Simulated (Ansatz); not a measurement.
Reaction (ligand exchange at the Si–C bond): `N[C@@H](F)[Si@@H](O)F` + `C[SiH](N)O` → `C[Si@H](O)N[Si@@H](O)F` + `NCF`

Calculated with Ansatz (gas phase, PBE0-D4/def2-TZVP geometries, no zero-point term in ΔE). CBS: MP2 limit from def2 TZ/QZ plus the TZ coupled-cluster correction, frozen cores. Functionals use def2-TZVPP. B3LYP here is the variant with VWN-RPA as its local correlation; programs differ in this. One conformer a species, not always the lowest.

```csv
level,ΔE (kcal/mol),difference from CCSD(T)/CBS
PBE0-D4,-25.8,1.1
ωB97M-V,-26.3,0.6
B2PLYP,-26.4,0.5
r2SCAN,-26.0,0.9
PBE0,-25.2,1.7
B3LYP,-25.2,1.7
HF/def2-TZVPP,-29.5,-2.6
SCS-MP2/def2-TZVPP,-28.0,-1.1
HF/CBS(def2),-29.7,-2.8
MP2/CBS(def2),-27.4,-0.5
CCSD(T)/CBS,-26.9,0
```

Largest T1 diagnostic among the species: 0.012.

The D4 term adds −0.9 kcal/mol with B3LYP and −0.6 kcal/mol with PBE0; it sums over pairs of atoms, weighted by their polarisabilities, and B3LYP, whose exchange is more repulsive, gets the larger term. From PBE to PBE0 (25 % exact exchange), in def2-TZVPP and without D4, ΔE moves by −2.0 kcal/mol.
